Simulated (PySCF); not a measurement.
Computed with PySCF with PBE-D3(BJ)/def2-TZVP // B3LYP-D3(BJ)/def2-TZVP. All species are isolated molecules in the gas phase. 

Reference species (SMILES): `[Cl][Ge]([Cl])[Cl]` (neutral, multiplicity 2).

| Property | Value |
|---|---|
| dipole moment | 1.10 D |

Changed species: `[Cl][GeH][Cl]` (radical fragment; the reference has radical fragment).

Q: Predict the effect on the dipole moment.

A: the dipole moment increases by 0.59 D, to 1.69 D.
